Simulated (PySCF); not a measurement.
## 2-(trifluoroacetyl)thiophene, C₆H₃F₃OS

Molfile (atoms numbered from 1):
```
C6H3F3OS
     RDKit          3D

 14 14  0  0  0  0  0  0  0  0999 V2000
   -1.7390    1.9929    0.1879 O   0  0  0  0  0  0  0  0  0  0  0  0
   -1.3193    0.8669    0.2941 C   0  0  0  0  0  0  0  0  0  0  0  0
    0.0916    0.5067    0.2443 C   0  0  0  0  0  0  0  0  0  0  0  0
    0.7053   -0.7310    0.3290 C   0  0  0  0  0  0  0  0  0  0  0  0
    2.1110   -0.6422    0.2270 C   0  0  0  0  0  0  0  0  0  0  0  0
    2.5374    0.6574    0.0674 C   0  0  0  0  0  0  0  0  0  0  0  0
    1.2491    1.7750    0.0371 S   0  0  0  0  0  0  0  0  0  0  0  0
   -2.3183   -0.2972    0.4986 C   0  0  0  0  0  0  0  0  0  0  0  0
   -3.5576    0.1483    0.5288 F   0  0  0  0  0  0  0  0  0  0  0  0
   -2.0662   -0.9361    1.6447 F   0  0  0  0  0  0  0  0  0  0  0  0
   -2.2087   -1.1874   -0.4928 F   0  0  0  0  0  0  0  0  0  0  0  0
    0.1564   -1.6634    0.4587 H   0  0  0  0  0  0  0  0  0  0  0  0
    2.7858   -1.4976    0.2689 H   0  0  0  0  0  0  0  0  0  0  0  0
    3.5640    1.0089   -0.0345 H   0  0  0  0  0  0  0  0  0  0  0  0
  1  2  2  0
  2  3  1  0
  3  4  2  0
  4  5  1  0
  5  6  2  0
  6  7  1  0
  2  8  1  0
  8  9  1  0
  8 10  1  0
  8 11  1  0
  7  3  1  0
  4 12  1  0
  5 13  1  0
  6 14  1  0
M  END
```

Level of theory: quadratic response CAM-B3LYP/aug-cc-pVDZ first hyperpolarisability, Taylor convention, gas phase in PySCF. Geometry: PBE0-D3(BJ)/def2-SVP.

(1) Give the tensor of the second harmonic β(−2ω;ω,ω) at 1064 nm in the axes of these coordinates.

Answers

(1) In au, Taylor convention; rows are the first index (the induced dipole):
|  | xx | yy | zz | xy | xz | yz |
| --- | --- | --- | --- | --- | --- | --- |
| x | +488.0 | -62.8 | -72.4 | -110.7 | -28.5 | +5.6 |
| y | -95.3 | -13.7 | -4.5 | -44.4 | +3.3 | +3.0 |
| z | -29.8 | +4.1 | +15.2 | +4.2 | -67.4 | -5.3 |

Norm of βᵢ = ⅓ Σⱼ (βᵢⱼⱼ + βⱼᵢⱼ + βⱼⱼᵢ): 388.9 au, hyper-Rayleigh value 198.4 au.
